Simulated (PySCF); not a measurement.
**Two-photon absorption: 2-ethylpyridine, C$_{7}$H$_{9}$N**

Geometry:
| atom | x (Å) | y (Å) | z (Å) |
| --- | --- | --- | --- |
| C1 | -2.557 | -0.686 | 0.444 |
| C2 | -1.658 | -0.219 | -0.694 |
| C3 | -0.227 | -0.051 | -0.262 |
| C4 | 0.424 | 1.187 | -0.324 |
| C5 | 1.746 | 1.281 | 0.101 |
| C6 | 2.380 | 0.138 | 0.576 |
| C7 | 1.649 | -1.050 | 0.602 |
| N8 | 0.388 | -1.145 | 0.198 |
| H9 | -3.586 | -0.859 | 0.095 |
| H10 | -2.168 | -1.623 | 0.867 |
| H11 | -2.593 | 0.060 | 1.254 |
| H12 | -1.679 | -0.967 | -1.505 |
| H13 | -2.029 | 0.726 | -1.122 |
| H14 | -0.106 | 2.064 | -0.703 |
| H15 | 2.274 | 2.238 | 0.061 |
| H16 | 3.416 | 0.160 | 0.921 |
| H17 | 2.114 | -1.973 | 0.969 |

Theory: TDDFT CAM-B3LYP/aug-cc-pVDZ excited states, vertical, gas phase in PySCF 2.14.0. Geometry: PBE0-D3(BJ)/def2-SVP.

Task: How strongly do the lowest singlets absorb one photon, and two photons of half the energy?

Result: δ for parallel linear polarisation; σ at the peak of a Lorentzian of half width 0.1 eV, single beam; Ω is circular over linear.
| state | E (eV) | f | photon λ (nm) | δ (au) | σ (GM) | Ω | main |
| --- | --- | --- | --- | --- | --- | --- | --- |
| S1 | 5.03 | 0.004 | 493 | 0.99 | 0.01 | 1.05 | HOMO−1→LUMO 0.66, HOMO−1→LUMO+1 0.26 |
| S2 | 5.43 | 0.065 | 457 | 2.03 | 0.02 | 1.48 | HOMO→LUMO 0.54, HOMO→LUMO+1 0.21 |
| S3 | 5.44 | 0.002 | 456 | 0.38 | 0.00 | 0.90 | HOMO−1→LUMO+2 0.32, HOMO−1→LUMO+3 0.27 |
| S4 | 6.23 | 0.070 | 398 | 2.46 | 0.04 | 1.13 | HOMO→LUMO+2 0.27, HOMO→LUMO+3 0.20 |
| S5 | 6.48 | 0.002 | 382 | 84 | 1.29 | 1.27 | HOMO→LUMO+1 0.64, HOMO→LUMO 0.22 |
| S6 | 6.80 | 0.028 | 365 | 39.1 | 0.66 | 1.49 | HOMO−1→LUMO+1 0.47, HOMO−1→LUMO 0.20 |

Among these, the strongest one-photon state is S4, the strongest two-photon state S5, with a dipole change of 6.2 D (relaxed, norm of the difference vector).
